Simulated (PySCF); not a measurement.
## InF⁺: frontier orbitals

PBE0 at R = 1.942 Å; PySCF, scalar-relativistic core potentials, basis sets In cc-pVTZ-PP with ECP28, F cc-pVTZ. State: ²Σ⁺ (doublet), unpaired electrons σ ↑. Only the outer orbitals are listed, counted within each symmetry, core potentials removing the inner ones.

| spin | orbital | occ. | ε (eV) | on In (%) | main shells (%) |
| --- | --- | --- | --- | --- | --- |
| α | 6σ | 1 | -19.59 | 30 | 69 F p, 26 In s |
| α | 3π | 1 | -17.41 | 5 | 95 F p |
| α | 3π | 1 | -17.41 | 5 | 95 F p |
| α | 7σ | 1 | -15.69 | 82 | 68 In s, 18 F p, 14 In p |
| α | 4π | 0 | -8.20 | 98 | 96 In p |
| α | 4π | 0 | -8.20 | 98 | 96 In p |
| α | 8σ | 0 | -6.00 | 97 | 79 In p, 12 In d |
| β | 6σ | 1 | -17.95 | 41 | 57 F p, 36 In s |
| β | 3π | 1 | -17.14 | 5 | 95 F p |
| β | 3π | 1 | -17.14 | 5 | 95 F p |
| β | 7σ | 0 | -12.33 | 74 | 60 In s, 26 F p, 12 In p |
| β | 4π | 0 | -7.46 | 98 | 97 In p |
| β | 4π | 0 | -7.46 | 98 | 97 In p |

Task: Which are the highest filled and the lowest empty level, where do they sit, and how wide is the gap?

Result: Highest filled α 7σ at -15.69 eV (in %: 68 In s, 18 F p, 14 In p); lowest empty β 7σ at -12.33 eV (in %: 60 In s, 26 F p, 12 In p); the gap at PBE0 is 3.36 eV.

The bond order (Mayer) is 1.11, the ⟨S²⟩ is 0.757 and the charge on In (Mulliken, basis-dependent) is 1.24. The charge on In (Löwdin, basis-dependent) is 1.09 and the dipole moment (positive dipole points towards F; it is taken about the centre of mass and depends on that origin) is -3.70 D. The polarisability along the bond is 34.6 bohr³ and the polarisability across the bond is 22.2 bohr³.

Spin–orbit coupling is left out. The state was picked by a PBE0 search and need not be the measured ground state.
